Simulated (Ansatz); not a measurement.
`FB(F)OP` + `F[B](F)[AlH2]` → `FB(F)B(F)F` + `[AlH2][O]P`  (redistribution)

Calculated with Ansatz (gas phase, PBE0-D4/def2-TZVP geometries, no zero-point term in ΔE). CBS: MP2 limit from def2 TZ/QZ plus the TZ coupled-cluster correction, frozen cores. Functionals use def2-TZVPP. B3LYP here is the variant with VWN-RPA as its local correlation; programs differ in this. HSE06 is defined as in plane-wave codes. One conformer a species, not always the lowest.

| level | ΔE (kJ/mol) | difference from CCSD(T)/CBS |
| --- | --- | --- |
| LDA (SPW92) | -20.3 | 12.1 |
| PBE-D4 | -25.0 | 7.4 |
| revPBE-D4 | -25.8 | 6.6 |
| BLYP-D4 | -33.3 | -0.9 |
| r2SCAN-D4 | -29.9 | 2.5 |
| B97M-V | -35.2 | -2.8 |
| B3LYP-D4 | -31.8 | 0.6 |
| r2SCANh-D4 | -29.1 | 3.3 |
| r2SCAN0-D4 | -27.9 | 4.5 |
| HSE06-D4 | -23.6 | 8.8 |
| BHLYP-D4 | -31.3 | 1.1 |
| CAM-B3LYP-D4 | -32.7 | -0.3 |
| ωB97X-V | -30.4 | 2.0 |
| ωB97M-V | -29.2 | 3.2 |
| B2PLYP | -34.3 | -1.9 |
| PBE-QIDH | -28.4 | 4.0 |
| revPBE | -25.4 | 7.0 |
| BLYP | -32.6 | -0.2 |
| r2SCAN | -29.8 | 2.6 |
| PBE0 | -23.6 | 8.8 |
| B3LYP | -31.2 | 1.2 |
| r2SCANh | -28.9 | 3.5 |
| r2SCAN0 | -27.7 | 4.7 |
| HSE06 | -23.3 | 9.1 |
| BHLYP | -30.6 | 1.8 |
| CAM-B3LYP | -32.3 | 0.1 |
| LC-ωPBE | -29.7 | 2.7 |
| HF/def2-SVP | -18.4 | 14.0 |
| MP2/def2-SVP | -23.9 | 8.5 |
| CCSD(T)/def2-SVP | -18.6 | 13.8 |
| HF/def2-TZVPP | -28.7 | 3.7 |
| MP2/def2-TZVPP | -37.0 | -4.6 |
| SCS-MP2/def2-TZVPP | -36.5 | -4.1 |
| CCSD(T)/def2-TZVPP | -30.8 | 1.6 |
| HF/def2-QZVPP | -30.4 | 2.0 |
| MP2/def2-QZVPP | -38.6 | -6.2 |
| SCS-MP2/def2-QZVPP | -37.9 | -5.5 |
| HF/CBS(def2) | -30.7 | 1.7 |
| MP2/CBS(def2) | -38.6 | -6.2 |
| CCSD/CBS(def2) | -32.2 | 0.2 |
| CCSD(T)/CBS | -32.4 | 0 |

Largest T1 diagnostic among the species: 0.014.

At CCSD(T), def2-SVP lies +13.8 kJ/mol from the extrapolated value and def2-TZVPP +1.6 kJ/mol. Leaving LDA and LC-ωPBE aside and taking each functional with its dispersion term where it has one, the values spread over 11.6 kJ/mol, from B97M-V to HSE06-D4. LDA lies +4.3 kJ/mol from PBE without D4.
